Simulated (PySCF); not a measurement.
Compound: C6H10FPSi2.
SMILES with atom numbers: `[F:1][Si@@H:2]([SiH2:3][PH2:4])[c:5]1[cH:6][cH:7][cH:8][cH:9][cH:10]1`

Geometry (GFN2-xTB, Å), atoms numbered from 1 in this order:
```xyz
20
C6H10FPSi2 angstrom
F     -0.7044    2.8333   -1.0588
Si    -0.7686    1.8026    0.1914
Si    -2.8203    0.7349    0.0972
P     -2.6739   -1.1312    1.3359
C      0.6685    0.6005   -0.0241
C      1.5580    0.6943   -1.0914
C      2.5772   -0.2273   -1.2512
C      2.7243   -1.2625   -0.3435
C      1.8495   -1.3701    0.7258
C      0.8325   -0.4473    0.8800
H     -0.5184    2.6907    1.3275
H     -3.3007    0.4289   -1.2615
H     -3.9010    1.5097    0.7247
H     -3.8849   -1.6492    0.9261
H     -1.9745   -1.8590    0.3923
H      1.4456    1.5005   -1.8012
H      3.2567   -0.1393   -2.0865
H      3.5181   -1.9846   -0.4678
H      1.9606   -2.1752    1.4378
H      0.1506   -0.5388    1.7171
```

Definitions: NICS(0) = −σiso at the ring centroid; NICS(1) = −σiso and NICS(1)zz = −σzz at ±1 Å along the ring normal z. Level: GIAO PBE0/pcSseg-1 (PySCF, non-relativistic, gas phase) on the GFN2-xTB geometry, one conformer.

Ring bond lengths (Å), with Mayer bond orders in brackets: C5–C6 1.392 (1.42), C6–C7 1.383 (1.44), C7–C8 1.385 (1.43), C8–C9 1.386 (1.43), C9–C10 1.382 (1.46), C10–C5 1.394 (1.39).

Problem. Give the NICS values of each ring in ppm.

Solution. 
```
              ring                                              type  NICS(0)  NICS(1), two faces  NICS(1)zz, two faces  rms pucker (Å)  centre to ring atoms, mean (Å)
C5–C6–C7–C8–C9–C10  6-membered carbocycle; formal bonds all aromatic     -8.0       -11.4 / -11.3         -28.8 / -29.2            0.00                            1.39
```

Problem. What do they say, and how far can they be read as aromaticity?

Solution. 
- C5–C6–C7–C8–C9–C10: mean NICS(1)zz -29.0 ppm, shielded. For a flat ring without four-coordinate atoms the NICS criterion counts such a value as aromatic.

Problem. What does the geometric index give? Use HOMA with the parameters of Krygowski (1993).

Solution. 
- C5–C6–C7–C8–C9–C10: HOMA 0.99 = 1 − EN − GEO, with mean bond length 1.387 Å, EN = α(Ropt − mean)² = 0.000 and GEO = α × variance = 0.005. The geometric and the magnetic index point the same way.

Problem. What field does 7.05 T along the ring normal induce along that normal at the first NICS(1) probe listed for ring C5–C6–C7–C8–C9–C10, 1 Å off the ring?

Solution. NICSzz × B0 = -28.8 ppm × 7.05 T = -203 μT, against the applied field.

Problem. Give the inner angles of the rings and the Hirshfeld charges of the ring atoms.

Solution. 
- C5–C6–C7–C8–C9–C10: C5 118.2° (-0.103 e), C6 120.9° (-0.044 e), C7 120.0° (-0.045 e), C8 119.8° (-0.041 e), C9 119.9° (-0.045 e), C10 121.1° (-0.049 e); sum 720.0° against 720° for a flat convex ring.
